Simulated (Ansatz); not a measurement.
Calculated with Ansatz (gas phase, PBE0-D4/def2-TZVP geometries, no zero-point term in ΔE). CBS: MP2 limit from def2 TZ/QZ plus the TZ coupled-cluster correction, frozen cores. This one scheme is used for every species. Functionals use def2-TZVPP. B3LYP here is the variant with VWN-RPA as its local correlation; programs differ in this. For Ge, Se outer-core shells are correlated without core-valence functions, which leaves a few kJ/mol of doubt a bond. Scalar relativity is left out up to krypton. One conformer a species, not always the lowest.

Reaction (formal exchange of groups at a C–Ge bond): `C=[C]([GeH3])[SeH]` + CH₃OH → `C=C([SeH])CO` + GeH₄

`C=[C]([GeH3])[SeH]`:

```xyz
10

C    -1.052    0.661    1.168
C    -0.493    0.323    0.009
Ge    1.068   -0.834   -0.089
Se   -1.299    0.875   -1.628
H    -1.928    1.301    1.234
H    -0.643    0.301    2.106
H     0.687   -2.166   -0.752
H     1.594   -1.071    1.335
H     2.144   -0.146   -0.946
H    -0.078    0.755   -2.437
```

CH₃OH:

```xyz
6

C    -0.350   -0.021    0.063
O     0.887   -0.372   -0.513
H    -1.096   -0.708   -0.338
H    -0.656    1.001   -0.193
H    -0.346   -0.123    1.156
H     1.560    0.223   -0.176
```

`C=C([SeH])CO`:

Z-matrix (Å, degrees):
```
C
O 1 1.406
C 1 1.494 2 110.1
H 1 1.101 2 111.2 3 120.4
H 1 1.099 2 111.7 3 -120.4
H 2 0.959 1 108.4 3 173.7
Se 3 1.910 1 115.1 2 179.3
C 3 1.325 1 124.4 2 -5.6
H 7 1.471 3 95.4 1 -45.2
H 8 1.083 3 121.8 1 179.3
H 8 1.083 3 119.7 1 -0.8
```

GeH₄:

Z-matrix (Å, degrees):
```
Ge
H 1 1.534
H 1 1.534 2 109.5
H 1 1.534 2 109.5 3 -120.0
H 1 1.534 2 109.5 3 120.0
```

| level | ΔE (kJ/mol) | difference from CCSD(T)/CBS |
| --- | --- | --- |
| PBE-D4 | 8.6 | -5.0 |
| r2SCAN-D4 | 7.2 | -6.4 |
| PBE0-D4 | 7.4 | -6.2 |
| B3LYP-D4 | 10.2 | -3.4 |
| ωB97X-V | 6.1 | -7.5 |
| ωB97M-V | 6.6 | -7.0 |
| B2PLYP | 11.3 | -2.3 |
| PBE | 8.1 | -5.5 |
| r2SCAN | 7.3 | -6.3 |
| PBE0 | 6.9 | -6.7 |
| B3LYP | 9.2 | -4.4 |
| HF/def2-TZVPP | 8.0 | -5.6 |
| MP2/def2-TZVPP | 15.3 | 1.7 |
| SCS-MP2/def2-TZVPP | 15.0 | 1.4 |
| CCSD/def2-TZVPP | 11.6 | -2.0 |
| CCSD(T)/def2-TZVPP | 12.3 | -1.3 |
| HF/def2-QZVPP | 7.6 | -6.0 |
| MP2/def2-QZVPP | 15.9 | 2.3 |
| SCS-MP2/def2-QZVPP | 15.4 | 1.8 |
| HF/CBS(def2) | 7.5 | -6.1 |
| MP2/CBS(def2) | 16.6 | 3.0 |
| CCSD/CBS(def2) | 12.9 | -0.7 |
| CCSD(T)/CBS | 13.6 | 0 |

Largest T1 diagnostic among the species: 0.012.

In def2-TZVPP, CCSD(T) changes the Hartree–Fock value by +4.3 kJ/mol (the triples alone add +0.7 kJ/mol) and MP2 by +7.3 kJ/mol.
